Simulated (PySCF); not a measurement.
## Bond length, frequency and bond energy of HgSb by level of theory

State: ⁴Σ⁻ (quartet), unpaired electrons σ ↑, π ↑↑. Set-up: Hg def2-SVP with ECP60, Sb def2-SVP with ECP28; scalar-relativistic core potentials (PySCF 2.14). De refers to Hg + Sb in their high-spin ground configurations, without counterpoise correction. The functionals are run spin-unrestricted. A positive dipole means Hg(−)Sb(+). Levels whose curve was spin-contaminated or gave no clean fit are not listed.

```
 Level  Re (Å)  ωe (cm⁻¹)  De (eV)  μ (D)
   PBE   3.366       38.3    0.085   0.04
r²SCAN   3.344       34.9    0.080  -0.01
  PBE0   3.487       28.1    0.051   0.00
 B97-3   3.886       22.6    0.060  -0.04
   M06   3.349       49.9    0.137  -0.04
 HSE06   3.400       34.4    0.068  -0.01
```

(1) What does a quarter of exact exchange do here, going from PBE to PBE0?

The bond is weak. Basis-set superposition, not corrected here, can be much of De in a small basis, most of all at correlated wavefunction levels. Functionals without a dispersion term scatter widely for such bonds, and LDA overbinds them. Spin–orbit coupling is left out, which matters for elements this heavy, above all for dissociation energies. The state was picked by a PBE0 search and need not be the measured ground state.

## Answers

(1) PBE0 less PBE: +12.1 pm in Re, -26.6 % in ωe, -0.03 eV in De. Exact exchange removes part of the self-interaction that spreads semilocal densities, and in most molecules shortens and stiffens the bond and lowers De; here Re and ωe go the other way.
